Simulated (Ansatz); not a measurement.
Dissociation curve of SMILES [SiH2]=C. The C1–Si4 bond (C1 also carries H, H; Si4 carries H, H) is pulled apart rigidly from the PBE0/def2-TZVP optimised geometry.

Calculation: Ansatz (a program for electronic structure) with CCSD(T) on UHF/cc-pVTZ, frozen core.

**Question.** Relative to R = 1.70 Å, what are the energies at R = 1.44, 1.63, 1.79, 1.88 Å?

**Answer.** 193.7 kJ/mol at 1.44 Å, 12.1 kJ/mol at 1.63 Å, 9.0 kJ/mol at 1.79 Å, 36.5 kJ/mol at 1.88 Å.

The unrestricted determinant behind UCCSD(T) is spin-contaminated at 1.63 to 5.86 Å (<S²> up to 2.0, against 0.00 for a pure singlet).
